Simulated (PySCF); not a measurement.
## Electron correlation in Kr³⁺ (krypton, charge +3)

[Ar] 3d10 4s2 4p3, high-spin 4S determinant. Computed with PySCF 2.14 in def2-QZVPPD, with no relativity, point nucleus. Frozen: [Ar] 3d10; 5 electrons correlated.

| level | correlation energy (mhartree) |
| --- | --- |
| CCSD | -104.19 |
| (T) | -2.78 |
| CCSD(T) | -106.97 |

Diagnostics: T1 = 0.0020, D1 = 0.0049, largest double amplitude 0.049.

Question: Is a single reference adequate?

Answer: Yes, within this model without spin-orbit coupling: T1 lies below 0.03 and no double amplitude reaches 0.07.
